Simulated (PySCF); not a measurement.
Dy(IV) with different ligands

Computed with PySCF 2.14.0, PBE0, def2-SVP on the ligands, density fitting, scalar-relativistic core potentials, no spin-orbit coupling, vacuum. The metal has lcecp-2-SVP with ECP54. Each complex is relaxed within the symmetry of a template of the same shape. Distances are means of the shortest metal–ligand contacts, charges and spins Mulliken's; removal energies are rigid, with the ligand's formal charge and no counterpoise, so too large; for an anion taken off a cation in vacuum most of it is the attraction of opposite charges, and multiply charged cations can part far more cheaply with an electron moved from ligand to metal. lcecp potentials hold a fixed number of 4f electrons in the core, out of states, spins and gaps.

| complex | point group | M–first ligand (Å) | charge on M (e) | removal of one first-named ligand (eV) | strongest infrared band, degenerate modes summed (cm⁻¹) | unstable modes (below −25 cm⁻¹) |
| --- | --- | --- | --- | --- | --- | --- |
| [DyF3(H2O)]+ | Cs | 1.909 | 1.71 | 18.24 | 3802 | 0 |
| [DyH3(H2O)]+ | Cs | 1.849 | 0.92 | 16.12 | 1781 | 0 |
| [Dy(OH)3(H2O)]+ | C1 | 1.936 | 1.41 | 17.59 | – | not given |
| [Dy(NH2)3(H2O)]+ | Cs | 2.047 | 1.10 | 16.92 | 630 | 0 |

(1) What does the calculation give for [DyCl3(NH3)]+?

One start shape was tried for each, so a minimum needn't be the lowest isomer. Oxidation states forced by the potential, rare, strongly oxidising or of another configuration in reality: [DyF3(H2O)]+, [DyH3(H2O)]+, [DyCl3(NH3)]+, [Dy(OH)3(H2O)]+, [Dy(NH2)3(H2O)]+.

## Answers

(1) point group: C3v, M–first ligand (Å): 2.344, charge on M (e): 1.02, removal of one first-named ligand (eV): 14.85, strongest infrared band, degenerate modes summed (cm⁻¹): 3530, unstable modes (below −25 cm⁻¹): 0.
```xyz
8

Dy   -0.0381    0.0381   -0.0381
Cl    1.2144    1.5740    1.2144
Cl   -1.5740   -1.2144    1.2144
Cl    1.2144   -1.2144   -1.5740
N    -1.3923    1.3923   -1.3923
H    -2.0124    2.0124   -0.8546
H    -0.8546    2.0124   -2.0124
H    -2.0124    0.8546   -2.0124
```
